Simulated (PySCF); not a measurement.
Gas-phase reaction: GeF3 + 2 O2 = GeO + 3 FO

Computed with PySCF and rigid-rotor harmonic-oscillator thermochemistry at 1 bar. † marks an energy on the PBE0/def2-TZVP geometry and frequencies; other levels use their own. MP2 and CCSD(T) freeze the core. Open shells (unrestricted): GeF3 (multiplicity 2), O2 (multiplicity 3), FO (multiplicity 2, electronic degeneracy 4); the rest are closed-shell singlets. Spin-orbit splitting is ignored; it lowers the true energy and changes the entropy of FO. B3LYP is the form with VWN-RPA correlation. Ge: all electrons, no relativistic terms. GeF3: computed as isolated molecules; such fragments, hydroxides, amides, oligomers or adducts are transient or little studied in the gas. MP2 isn't extrapolated to the basis-set limit; its ΔH°(298 K) is 1157.6 kJ in def2-SVP and 1153.4 kJ in def2-TZVPP. CCSD(T) isn't extrapolated to the basis-set limit; its ΔH°(298 K) is 1042.6 kJ in def2-SVP and 1050.6 kJ in def2-TZVPP. The harmonic model lacks anharmonicity and excited electronic states, which grow with temperature; levels with a mode under 35 cm⁻¹ are left out. Warning, large T1 diagnostic: GeO (CCSD(T)/def2-SVP†).

| level | ΔE electronic, kJ | ΔH°(298 K), kJ | ΔS°(298 K), J/K | ΔG°(1200 K), kJ |
|---|---|---|---|---|
| B3LYP/def2-TZVP† | 1035 | 1027 | 165 | 833 |
| CCSD(T)/def2-SVP† | 1050 | 1043 | 165 | 849 |
| HF/def2-TZVP† | 1096 | 1089 | 165 | 895 |
| MP2/def2-SVP† | 1165 | 1158 | 165 | 964 |
| PBE/def2-SVP | 1036 | 1029 | 163 | 838 |
| PBE0/def2-QZVP† | 1078 | 1070 | 165 | 877 |
| PBE0/def2-SVP† | 1079 | 1071 | 165 | 878 |
| r2SCAN/def2-TZVP† | 1089 | 1082 | 165 | 888 |
| ωB97M-V/def2-TZVP† | 1058 | 1051 | 165 | 857 |
ΔH° is lowest at B3LYP/def2-TZVP† and highest at MP2/def2-SVP†. No reference value is set beside these.
